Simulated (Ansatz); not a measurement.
`[SiH3][Te]CCl`, relaxed with RKS PBE-D4/def2-SVP in Ansatz 0.2.0 from a rough embedded geometry. The force threshold is 0.03 eV/Å; the program also tests the step.

Total charge 0; spin multiplicity 1. Te: def2 effective core potential.

Start:

```xyz
9

Si   -0.259   -1.627   -0.211
Te   -0.422    0.498   -1.500
C     0.237    1.566    0.221
Cl    0.437    3.249   -0.116
H    -0.747   -2.750   -1.099
H     1.062   -1.895    0.202
H    -1.181   -1.585    0.935
H     1.291    1.145    0.541
H    -0.419    1.400    1.027
```

| step | energy (eV) | largest force (eV/Å) | largest move (Å) |
| --- | --- | --- | --- |
| 1 | -28793.4538 | 3.055 | 0.000 |
| 2 | -28793.7381 | 1.122 | 0.134 |
| 3 | -28793.7574 | 0.407 | 0.121 |
| 4 | -28793.7628 | 0.505 | 0.079 |
| 5 | -28793.7872 | 0.103 | 0.069 |
| 6 (rejected) | -28793.7857 | 0.123 | 0.040 |
| 7 | -28793.7888 | 0.044 | 0.020 |
| 8 | -28793.7889 | 0.013 | 0.006 |

End:

```xyz
9

Si   -0.308   -1.717   -0.229
Te   -0.416    0.463   -1.484
C     0.300    1.627    0.251
Cl    0.433    3.354   -0.171
H    -0.768   -2.772   -1.196
H     1.094   -2.023    0.227
H    -1.208   -1.705    0.977
H     1.297    1.254    0.545
H    -0.424    1.517    1.079
```

It took 12 s on 4 threads of a server CPU on a shared host, with 0.15 GiB of host memory at the peak.
